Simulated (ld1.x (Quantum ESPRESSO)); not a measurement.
**An all-electron radial function and its pseudo partner (Zr (Z = 40))**

Columns: radius, all-electron u(r) and pseudo u(r) of the 4p shell (level -32.43 eV) of zirconium in the configuration [Ar] 3d10 4s2 4p6 4d2 5s2 5p0; Wu–Cohen, scalar-relativistic, PAW scheme, ld1.x (Quantum ESPRESSO) 7.5.

```
r (bohr)  all-electron  pseudo
   0.165        0.0258  0.0276
   0.330       -0.4948  0.1061
   0.495       -0.2120  0.2232
   0.660        0.2897  0.3609
   0.825        0.6801  0.4987
   0.990        0.8954  0.6170
   1.155        0.9649  0.7004
   1.320        0.9376  0.7402
   1.485        0.8563  0.7350
   1.650        0.7513  0.6907
   1.815        0.6413  0.6182
   1.980        0.5368  0.5312
   2.145        0.4430  0.4426
   2.310        0.3618  0.3618
   2.475        0.2932  0.2932
   2.640        0.2362  0.2362
   2.805        0.1895  0.1895
   2.970        0.1514  0.1514
   3.135        0.1206  0.1206
   3.300        0.0958  0.0958
   3.465        0.0760  0.0760
   3.630        0.0601  0.0601
   3.795        0.0475  0.0475
   3.960        0.0374  0.0374
   4.125        0.0295  0.0295
   4.290        0.0232  0.0232
```

How many radial nodes do the two functions have?

The all-electron 4p function has n − l − 1 = 2; the pseudo-wave has 0, since the states of the same l below it are removed with the core.

At about which radius was the pseudo-wave matched?

2.45 bohr. The columns agree to 0.0005 from 2.15 bohr on; several derivatives are matched, so the curves merge somewhat inside the radius.

Is the pseudo-wave norm-conserving?

No, it belongs to a PAW set: the norm inside the radius is not constrained, and the difference is carried by the augmentation charge.
